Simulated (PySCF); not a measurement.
# Sulfur: a sound run and one with changed settings

Sound run: S⁺ [Ne] 3s2 3p3, S²⁺ [Ne] 3s2 3p2. Computed with PySCF 2.14 in pcseg-2 (5s4p2d1f, 34 functions), with no relativity, point nucleus. In the sound run the correlated levels freeze [Ne]. The sound run starts from symmetry-adapted Hartree-Fock orbitals and uses a fine grid where one is needed.

Changed run: the spin-free X2C one-electron Hamiltonian (Gaussian nucleus). This setting is unsound on purpose.

| species | method | sound run (hartree) | changed run (hartree) | converged |
| --- | --- | --- | --- | --- |
| S⁺ | UHF | -397.16238 | -398.13493 | yes |
| S⁺ | B3LYP | -397.75335 | -398.72828 | yes |
| S⁺ | MN15 | -397.64538 | -398.62900 | yes |
| S⁺ | MP2 | -397.24793 | -398.22050 | yes |
| S⁺ | CCSD(T) | -397.27021 | -398.24273 | yes |
| S²⁺ | UHF | -396.32740 | -397.29985 | yes |
| S²⁺ | B3LYP | -396.89883 | -397.87370 | yes |
| S²⁺ | MN15 | -396.78622 | -397.77002 | yes |
| S²⁺ | MP2 | -396.39205 | -397.36449 | yes |
| S²⁺ | CCSD(T) | -396.41584 | -397.38818 | yes |

Ionisation energy of S⁺:

| method | sound run (eV) | changed run (eV) |
| --- | --- | --- |
| UHF | 22.721 | 22.724 |
| B3LYP | 23.253 | 23.254 |
| MN15 | 23.379 | 23.374 |
| MP2 | 23.290 | 23.293 |
| SCS-MP2 | 23.116 | 23.120 |
| CCSD | 23.219 | 23.224 |
| CCSD(T) | 23.249 | 23.253 |

Most of the change in total energy is the relativistic energy itself. On top of that the contraction fixes the core shape for the Hamiltonian it was made with, so the changed run is not a good calculation with the other Hamiltonian either.

For comparison, NIST gives 23.338 eV between the lowest levels.
